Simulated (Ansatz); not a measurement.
Ansatz (a quantum-chemistry and plane-wave program) input (B3LYP-D3(BJ)/def2-TZVP):

Ansatz 0.2 input:
```yaml
crystal:
  periodic: [false, false, false]
  atoms:
    - {symbol: C, position_ang: [-1.69215230, 0.25419196, 0.26389778]}
    - {symbol: C, position_ang: [-1.25992683, -1.16317546, -0.16633773]}
    - {symbol: C, position_ang: [0.24617443, -1.08126582, -0.45219176]}
    - {symbol: C, position_ang: [0.69515325, 0.10799621, 0.38854823]}
    - {symbol: C, position_ang: [-0.42761586, 1.12153893, 0.20253964]}
    - {symbol: N, position_ang: [2.02117442, 0.64840993, -0.06538588]}
    - {symbol: H, position_ang: [-2.08624408, 0.23580201, 1.27797453]}
    - {symbol: H, position_ang: [-2.46988368, 0.65309118, -0.38179288]}
    - {symbol: H, position_ang: [-1.45314509, -1.87447530, 0.63388654]}
    - {symbol: H, position_ang: [-1.80420872, -1.50228809, -1.04356329]}
    - {symbol: H, position_ang: [0.41311296, -0.86832933, -1.50957127]}
    - {symbol: H, position_ang: [0.76053569, -2.00576251, -0.19928704]}
    - {symbol: H, position_ang: [0.79118927, -0.17479087, 1.43939175]}
    - {symbol: H, position_ang: [-0.43154183, 1.90359525, 0.95847523]}
    - {symbol: H, position_ang: [-0.34344472, 1.58767294, -0.78084756]}
    - {symbol: H, position_ang: [2.28507061, 1.47415417, 0.48630299]}
    - {symbol: H, position_ang: [2.75528659, -0.06450669, 0.02824259]}
    - {symbol: H, position_ang: [1.95327737, 0.92251462, -1.05542291]}
basis:
  gaussian:
    orbitals: def2-TZVP
hamiltonian:
  xc: b3lyp
  dispersion: d3bj
total_charge: 1
relax: {f_tol: 0.002, max_steps: 150}
```

End of the output:

```
Atom 4 at    -0.436542     1.127081     0.210050 Å, force    -0.000375     0.000338    -0.000087 eV/Å
Atom 5 at     2.026780     0.650107    -0.065718 Å, force     0.000205    -0.000165     0.000703 eV/Å
Atom 6 at    -2.107998     0.240850     1.278469 Å, force    -0.000131    -0.000114     0.000012 eV/Å
Atom 7 at    -2.484905     0.664422    -0.375756 Å, force     0.000036     0.000051     0.000058 eV/Å
Atom 8 at    -1.469146    -1.889853     0.627812 Å, force    -0.000218     0.000001     0.000002 eV/Å
Atom 9 at    -1.809832    -1.520531    -1.047007 Å, force     0.000096    -0.000029    -0.000005 eV/Å
Atom 10 at     0.418813    -0.876825    -1.508938 Å, force     0.000469    -0.000115     0.000519 eV/Å
Atom 11 at     0.776180    -2.011234    -0.203487 Å, force    -0.000381     0.000090     0.000025 eV/Å
Atom 12 at     0.816444    -0.165142     1.433879 Å, force     0.000093    -0.000043     0.000215 eV/Å
Atom 13 at    -0.422240     1.917675     0.960024 Å, force    -0.000252    -0.000242    -0.000107 eV/Å
Atom 14 at    -0.343080     1.596424    -0.775107 Å, force     0.000406     0.000044     0.000569 eV/Å
Atom 15 at     2.300144     1.471150     0.479489 Å, force    -0.000072    -0.000092    -0.000228 eV/Å
Atom 16 at     2.765396    -0.051315     0.026753 Å, force    -0.000152     0.000167    -0.000134 eV/Å
Atom 17 at     1.981987     0.928921    -1.049461 Å, force     0.000059     0.000187    -0.000604 eV/Å
Dipole moment:     1.343146     0.422124    -0.038333 e Å
```

It need not be the lowest isomer of its formula.
